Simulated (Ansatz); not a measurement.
Consider the formal hydrolysis of the Sn–O bond: `C[S][Sn][O][SiH3]` + H₂O → `C[S][Sn][OH]` + `O[SiH3]`.

Calculated with Ansatz (gas phase, PBE0-D4/def2-TZVP geometries, no zero-point term in ΔE). CCSD(T)/CBS adds triple-zeta CCSD(T) − MP2 to the extrapolated MP2 energy (def2 sets, frozen cores). This one scheme is used for every species. Functionals use def2-TZVPP. Elements past krypton have def2 core potentials. For Sn outer-core shells are correlated without core-valence functions, which leaves a few kJ/mol of doubt a bond. Each species was taken in one conformer, which may not be the lowest.

| level | ΔE (kJ/mol) |
| --- | --- |
| PBE-D4 | 20.2 |
| revPBE-D4 | 20.8 |
| HF/def2-TZVPP | 22.8 |
| CCSD/def2-TZVPP | 25.1 |

(1) What does CCSD(T)/CBS give? (Best estimate.)

Largest T1 diagnostic among the species: 0.016.

## Answers

(1) The calculation gave: +27.3 kJ/mol. The listed levels differ from it by -7.1, -6.5, -4.5, -2.2 kJ/mol.

Leaving LDA and LC-ωPBE aside and taking each functional with its dispersion term where it has one, the values, not all of them listed here, spread over 9.3 kJ/mol, from PBE-D4 to BHLYP-D4. In def2-TZVPP, CCSD(T) changes the Hartree–Fock value by +3.0 kJ/mol (the triples alone add +0.7 kJ/mol) and MP2 by +4.0 kJ/mol.
